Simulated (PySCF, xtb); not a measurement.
C3H6BFO, SMILES FCB1CCO1. One conformer was computed; it need not be the lowest.

Harmonic wavenumbers (cm⁻¹) from GFN2-xTB (xtb) at its own minimum, in rising order: 62, 149, 165, 323, 396, 586, 663, 808, 840, 911, 1004, 1021, 1035, 1120, 1122, 1144, 1170, 1189, 1248, 1263, 1315, 1423, 1437, 1468, 2928, 2943, 2967, 2978, 3031, 3038.

What does PBE-D3(BJ)/def2-SVP (PySCF) give at its own minimum? (An estimate is asked for; the answer gives what the named calculation found.)

49, 151, 157, 324, 410, 577, 625, 783, 810, 931, 937, 948, 1036, 1061, 1124, 1146, 1151, 1195, 1223, 1299, 1352, 1378, 1397, 1450, 2924, 2965, 2982, 3025, 3046, 3086. Paired by order, the mean absolute difference is 25 cm⁻¹ and the zero-point energies are 56.8 and 56.5 kcal/mol.
